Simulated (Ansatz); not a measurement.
`C[SiH2][O][GaH2]`. Charge 0, multiplicity 1.

Z-matrix (Å, degrees):
```
C
Si 1 1.867
H 1 1.094 2 109.9
H 1 1.093 2 111.5 3 -119.5
H 1 1.093 2 111.5 3 119.5
O 2 1.632 1 112.8 3 179.9
H 2 1.491 1 109.1 3 58.9
H 2 1.490 1 109.2 3 -59.1
Ga 6 1.780 2 141.7 1 -0.2
H 9 1.562 6 116.6 2 0.2
H 9 1.556 6 114.1 2 -179.9
```

Question: What are the harmonic wavenumbers in cm⁻¹ at PBE0-D4/def2-TZVP (Ansatz, finite differences of forces, unscaled)? (Best estimate.)

Answer: The calculation gave: 35, 73, 119, 179, 259, 479, 498, 541, 624, 680, 726, 739, 758, 875, 939, 973, 1037, 1275, 1446, 1447, 1999, 2024, 2194, 2201, 3044, 3127, 3131.

Question: Is this a minimum?

Answer: Yes, all 27 modes are real.

Question: Give the ideal-gas thermochemistry at 298.15 K and 1 bar (rigid rotor, harmonic oscillator; point group Cs, symmetry number 1).

Answer: Zero-point energy 187.9 kJ/mol; H(298) − E = 210.6 kJ/mol; entropy 370.5 J/(mol·K), of which translation 169.8, rotation 114.0, vibration 86.7; G(298) − E = 100.1 kJ/mol. Modes under 100 cm⁻¹ are hindered rotations or soft bends, so the harmonic entropy is rough.
